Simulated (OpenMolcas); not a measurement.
Cu3+ among 6 point charges of -2.2 e arranged as a tetragonal octahedron (D4h). The axial distance is 0.91 times the equatorial one, R.

```json
{
  "Program": "OpenMolcas 26.06",
  "Method": "CASSCF",
  "Basis": "ANO-RCC-VTZP [6s5p3d2f1g]",
  "Scalar Hamiltonian": "DKH2, point nucleus",
  "Active space": "8 electrons in 5 orbitals (3d)",
  "State averaging": "2S+1 = 3 even, 10 roots; 2S+1 = 1 even, 15 roots",
  "Spin-orbit coupling": "RASSI with atomic mean-field integrals over the reference wave functions"
}
```

All point charges move together. At R = 2.15 Å the first state of the same spin is 1559 cm-1, and at R = 2.38 Å it is 937.6 cm-1.

Problem. A third run gives 2075 cm-1. What distance was it run at?

Solution. With a power law R^-n the two known points give n = -ln(937.6 / 1559) / ln(2.38 / 2.15) = 5.00. Then R = 2.15 × (1559 / 2075)^(1/5.00) = 2.031 Å. The run was at 2.03 Å, so the estimate is off by +0.001 Å.

Without dynamic correlation the repulsion within the d shell is too large (B by tens of per cent), so at a given field states of lower spin stand too high. Point charges give a weaker field than real ligands, and real ions of this kind are often low spin; the high spin found here belongs to the model. The ground term spreads over less than 5000 cm-1, several times less than with real ligands, so orbital moments are less quenched and χT lies further from the spin-only value than at real sites. Spin-orbit coupling mixes the spin-free states strongly: the lowest level takes only 64 % from its leading state, 3B1 (holds for R = 2.38). Point charges carry no covalency, so the field is a model and not that of real ligands. No measured value stands beside these numbers.
